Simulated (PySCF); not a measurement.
Al(F)(Br)(vinyl) (C₂H₃AlBrF), SMILES C=[CH][Al]([F])[Br].

Geometry optimised at B3LYP-D3(BJ)/def2-SVP. The structure was generated by enumeration; whether it is a known compound was not checked. One conformer was computed; it need not be the lowest.

Calculation: IEF-PCM-PBE0/def2-SVP run with PySCF.

The values are the electrostatic part of the solvation free energy, E(continuum) − E(gas) at the gas-phase geometry, in a cavity of scaled van der Waals radii (PySCF's table); cavitation and dispersion terms are not included. A continuum can't describe solvent molecules that bind to the metal. In vacuum the orbital gap is 6.94 eV. The dipole moment in vacuum is 2.36 D.

| solvent | ε | ΔG(elec) (kcal/mol) | dipole (D) | gap (eV) |
|---|---|---|---|---|
| water | 78.36 | -5.9 | 2.73 | 7.06 |
| chloroform | 4.71 | -4.2 | 2.64 | 7.02 |
| benzene | 2.27 | -2.7 | 2.55 | 6.99 |
